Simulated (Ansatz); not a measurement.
CH7NOSSi can be A, `NC(O)S[SiH3]`, or B, `C[Si](N)(O)S`.

Gas-phase electronic energies from Ansatz, PBE0-D4/def2-TZVP geometries. CCSD(T)/CBS is the MP2 limit (def2-TZVPP, def2-QZVPP) plus CCSD(T) − MP2 in def2-TZVPP, frozen cores. DFT in def2-TZVPP. Each species was taken in one conformer, which may not be the lowest.

A:

```xyz
12

N     0.134   -1.961   -1.037
C    -0.192   -0.668   -0.541
O    -0.932   -0.770    0.638
S     1.296    0.358   -0.151
Si    0.340    1.938    0.919
H     0.808   -2.423   -0.438
H     0.496   -1.924   -1.980
H    -0.748   -0.130   -1.318
H    -1.632   -1.412    0.468
H    -0.875    2.375    0.182
H    -0.026    1.571    2.308
H     1.331    3.045    0.952
```

B:

Z-matrix (Å, degrees):
```
C
Si 1 1.858
H 1 1.094 2 110.9
H 1 1.093 2 111.6 3 -120.9
H 1 1.092 2 109.8 3 119.5
N 2 1.711 1 107.3 3 54.3
O 2 1.645 1 112.7 3 -67.6
S 2 2.143 1 111.9 3 -179.6
H 6 1.007 2 121.2 1 162.9
H 6 1.006 2 120.4 1 14.1
H 7 0.959 2 115.0 1 92.0
H 8 1.343 2 93.6 1 -58.1
```

Which isomer does CCSD(T)/CBS put lower? Give the gap. (An estimate is asked.)

Computed: B, by 352.2 kJ/mol.

Give E(B) − E(A) in kJ/mol with CCSD/def2-TZVPP, PBE-D4, CCSD(T)/def2-TZVPP, ωB97M-V, r2SCAN-D4, MP2/def2-TZVPP, HF/def2-TZVPP. (Best estimate.)

Ansatz gave: CCSD/def2-TZVPP -350.2, PBE-D4 -322.9, CCSD(T)/def2-TZVPP -345.8, ωB97M-V -348.8, r2SCAN-D4 -346.3, MP2/def2-TZVPP -358.1, HF/def2-TZVPP -352.8. None reverses the order clearly.

Largest T1 diagnostic: 0.012.

From PBE to PBE0 (25 % exact exchange), in def2-TZVPP and without D4, E(B) − E(A) moves by −12.7 kJ/mol.
